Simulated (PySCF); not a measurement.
SMILES Fc1ccccc1-c1cccs1 (C10H7FS), singlet at its GFN2-xTB optimised geometry (Å):

```
19

F     -2.3165    -0.6052     0.0000
C     -1.6287     0.5589     0.0000
C     -2.3722     1.7227     0.0000
C     -1.7289     2.9469     0.0000
C     -0.3440     2.9866     0.0000
C      0.3854     1.8157     0.0000
C     -0.2300     0.5589     0.0000
C      0.5688    -0.6500     0.0000
C      0.1820    -1.9642     0.0000
C      1.2635    -2.8666     0.0000
C      2.4692    -2.2426     0.0000
S      2.3118    -0.5358     0.0000
H     -3.4486     1.6509     0.0000
H     -2.3049     3.8591     0.0000
H      0.1703     3.9354     0.0000
H      1.4645     1.8594     0.0000
H     -0.8408    -2.2897     0.0000
H      1.1447    -3.9354     0.0000
H      3.4486    -2.6784     0.0000
```

Method: PBE0/def2-SVP run with PySCF.

Map of the electron localisation function on the plane z = 0.6 Å:

```
|000000000000000000000000000|
|000000000000000000000000000|
|000000034100056200000000000|
|000000699500399810000000000|
|000000799810699910000000000|
|000000399843699500000000000|
|000000047678565000000000000|
|000000026678675112200000000|
|000167558843697689700000000|
|000599966610365899400000000|
|000599967831486684000000000|
|000167438867686100155300000|
|000000003579664005898510000|
|000000244445587458999620000|
|000001588610266677388510000|
|000001478710177666686200000|
|000000146400388403772000000|
|000000000018766304764200000|
|000000000099967858768983000|
|000000000499747768779996000|
|000000000143103665338993000|
|000000000000005995001430000|
|000000000000008996000000000|
|000000000000018996000000000|
|000000000000003762000000000|
|000000000000000000000000000|
|000000000000000000000000000|
```
Scale: ten equal steps from 0.000 (start of '0') to 0.978 (end of '9'), in the order '0123456789'; x runs from -6.00 to 6.00, y from -6.00 (bottom) to 6.00 (top).
